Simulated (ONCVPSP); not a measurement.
Potentials for O compared

Generated with ld1.x 7.5 (TM, RRKJ, ultrasoft, PAW), atompaw 4.2 or ONCVPSP 4.0.1. The cutoff is in Ry: for ld1.x and atompaw files where the sum of valence levels is converged to 10 mRy in a Bessel basis, for ONCV files where the hardest occupied wave has 1 mHa per electron of residual kinetic energy. The error is the largest all-electron minus pseudo excitation energy over each file’s own four to seven test configurations (ionisations up to +4, promotions, holes and added fractions of an electron), all of which were solved. The labels leave out finer settings (local radius, basis sizes, second energies), which also bear on the numbers. Spin-polarised tests are not counted. The rows are a selection from randomly drawn settings: files with unsolved tests, undetermined cutoffs or missed reference levels are left out.

```tsv
potential	cutoff (Ry)	largest error (meV)	bound ghosts
ONCV, PBE, scalar-relativistic, rc 0.95/1.05/0.74 (spd), local smoothed, core correction no, reference 2s1.5 2p4.5, qcut 6.5/7.1/9.9, projectors 2/2/2	314	+1793	none
ONCV, PBE, scalar-relativistic, rc 0.75/1.65 (sp), local smoothed, core correction yes, reference 2s2 2p4, qcut 8.4/10.6, projectors 2/3	111	+827	none
ONCV, PBE, scalar-relativistic, rc 0.80/1.60/1.60 (spd), local smoothed, core correction no, reference 2s2 2p3, qcut 7.2/7.8/7, projectors 2/3/2	269	+879	none
ONCV, PBE, scalar-relativistic, rc 0.70/2.05/1.85 (spd), local s, core correction yes, reference 2s2 2p3, qcut 9.5/5.9/5.9, projectors 0/2/1	83	+2748	none
```

Fill in the row for O: ONCV, PBE, scalar-relativistic, rc 0.85/1.40 (sp), local smoothed, core correction yes, reference 2s1.5 2p4.5, qcut 7.3/8.3, projectors 1/1.

cutoff 220 Ry, largest error +247 meV, bound ghosts: none.

Fill in the row for O: ONCV, PBE, scalar-relativistic, rc 0.60/1.45/1.25 (spd), local smoothed, core correction yes, reference 2s2 2p4, qcut 9.8/11.3/8.3, projectors 1/2/2.

cutoff 534 Ry, largest error +512 meV, bound ghosts: none.
